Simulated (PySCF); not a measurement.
## Spin-rotation constants: SMILES Cc1cncpc1[SiH3], C5H8NPSi

Molfile (atoms numbered from 1):
```
C5H8NPSi
     RDKit          3D

 16 16  0  0  0  0  0  0  0  0999 V2000
   -0.6061    1.7283    0.1521 C   0  0  0  0  0  0  0  0  0  0  0  0
    0.3126    0.5475    0.0606 C   0  0  0  0  0  0  0  0  0  0  0  0
    1.6876    0.7737    0.1204 C   0  0  0  0  0  0  0  0  0  0  0  0
    2.6410   -0.1355    0.0644 N   0  0  0  0  0  0  0  0  0  0  0  0
    2.3656   -1.4092   -0.0623 C   0  0  0  0  0  0  0  0  0  0  0  0
    0.7941   -2.1554   -0.1822 P   0  0  0  0  0  0  0  0  0  0  0  0
   -0.2173   -0.7313   -0.0768 C   0  0  0  0  0  0  0  0  0  0  0  0
   -2.0869   -1.0456   -0.1684 Si  0  0  0  0  0  4  0  0  0  0  0  0
   -1.2745    1.7588   -0.7065 H   0  0  0  0  0  0  0  0  0  0  0  0
   -0.0416    2.6572    0.1895 H   0  0  0  0  0  0  0  0  0  0  0  0
   -1.2206    1.6597    1.0486 H   0  0  0  0  0  0  0  0  0  0  0  0
    2.0512    1.7906    0.2235 H   0  0  0  0  0  0  0  0  0  0  0  0
    3.2339   -2.0617   -0.0963 H   0  0  0  0  0  0  0  0  0  0  0  0
   -2.7335   -0.4928    1.0256 H   0  0  0  0  0  0  0  0  0  0  0  0
   -2.6243   -0.3844   -1.3621 H   0  0  0  0  0  0  0  0  0  0  0  0
   -2.2889   -2.4907   -0.2416 H   0  0  0  0  0  0  0  0  0  0  0  0
  1  2  1  0
  2  3  2  0
  3  4  1  0
  4  5  2  0
  5  6  1  0
  6  7  2  0
  7  8  1  0
  7  2  1  0
  1  9  1  0
  1 10  1  0
  1 11  1  0
  3 12  1  0
  5 13  1  0
  8 14  1  0
  8 15  1  0
  8 16  1  0
M  END
```

Method: GIAO B97-2/pcSseg-1 magnetisability, rotational g tensor and spin-rotation constants, non-relativistic, gas phase in PySCF 2.14.0. Geometry: GFN2-xTB.

Q: Give the nuclear spin-rotation constants along the inertial axes (H = +C I·J) beside the isotropic shieldings.

A: Rotational constants 2.1553, 1.3394, 0.8382 GHz. A star marks the isotopologue with that one atom substituted, in its own axes.
```csv
atom,isotope,Caa (kHz),Cbb (kHz),Ccc (kHz),mean (kHz),σ (ppm)
N4,14N,0.509,0.442,0.001,0.317,-103.6
P6,31P,5.954,3.617,0.882,3.484,81.2
H9,1H,-0.110,-0.136,-0.022,-0.089,29.1
H10,1H,-0.176,0.017,-0.097,-0.085,29.5
H11,1H,-0.145,-0.136,-0.007,-0.096,29.1
H12,1H,-0.181,0.143,-0.073,-0.037,22.9
H13,1H,0.124,-0.007,-0.073,0.015,21.3
H14,1H,-0.131,-0.095,-0.004,-0.076,27.2
H15,1H,-0.138,-0.106,0.006,-0.079,27.1
H16,1H,-0.176,0.054,-0.081,-0.068,27.3
C1,13C*,0.320,0.184,0.141,0.215,161.8
C2,13C*,0.983,0.589,0.076,0.549,45.8
C3,13C*,0.807,0.634,0.144,0.528,37.9
C5,13C*,1.045,0.739,0.125,0.636,1.2
C7,13C*,1.294,0.653,0.064,0.670,8.1
Si8,29Si*,-1.107,-0.706,-0.486,-0.766,424.7
```
For the geometry as given, no vibrational averaging.

Q: How do the rotational constants and the g tensor change when H9, H10, H11, H12, H13, H14, H15, H16 are replaced by deuterium?

A: Constants 1.8616, 1.1952, 0.7470 GHz; g -0.0427, -0.0331, 0.0049, against -0.0493, -0.0370, 0.0056 before.
